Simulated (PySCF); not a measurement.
Species: [AlCl3(PMe3)], C₃H₉AlCl₃P.
Bonds: C1–P2, P2–C3, P2–C4, P2–Al5, Al5–Cl6, Al5–Cl7, Al5–Cl8. Hydrogens: H9, H10, H11 on C1; H12, H13, H14 on C3; H15, H16, H17 on C4.

Torsions of this conformer, `[CH3:1][P+:2]([CH3:3])([CH3:4])[Al-:5]([Cl:6])([Cl:7])[Cl:8]`: C1–P2–Al5–Cl6 -61°.

The closed-shell ground state was solved at several levels (PySCF, density fitting, gas phase, non-relativistic). Isolated species at its PBE0-D3(BJ)/def2-SVP geometry, gas phase.

```csv
level,basis functions,total energy (Eh),HOMO (eV),LUMO (eV),gap (eV),dipole (D)
PBE0/STO-3G,69,-2060.4706,-5.94,3.75,9.69,8.40
LDA/pcSseg-1,216,-2076.4348,-7.07,-0.85,6.22,7.53
"PBE0/6-311+G(2d,p)",310,-2083.6389,-8.09,-0.52,7.57,7.50
PBE0/6-31G*,150,-2083.4509,-8.07,0.47,8.54,7.87
```

**Question.** What might PBE0/6-31G (110 basis functions) give for the same quantities?

**Answer.** Total energy -2083.3122 Eh, HOMO -8.36 eV, LUMO 0.07 eV, gap 8.43 eV, dipole 8.50 D.

**Question.** Over all these levels, which gives the widest orbital gap and which the narrowest?

**Answer.** PBE0/STO-3G (global hybrid, 25 % exact exchange) has the widest, 9.69 eV, and LDA/pcSseg-1 (LDA) the narrowest, 6.22 eV. Functional and basis both differ between the two, so the spread mixes both effects.

**Question.** How much does the basis alone move the frontier levels among the 4 PBE0 rows (the withheld one included)?

**Answer.** The HOMO by 2.42 eV and the LUMO by 4.27 eV. By rising basis size (HOMO, LUMO in eV): STO-3G -5.94, 3.75; 6-31G -8.36, 0.07; 6-31G* -8.07, 0.47; 6-311+G(2d,p) -8.09, -0.52.

**Question.** How far do the dipole and the HOMO energy spread over the levels?

**Answer.** The dipole runs from 7.50 to 8.50 D (mean 7.96 D) and the HOMO from -8.36 to -5.94 eV.
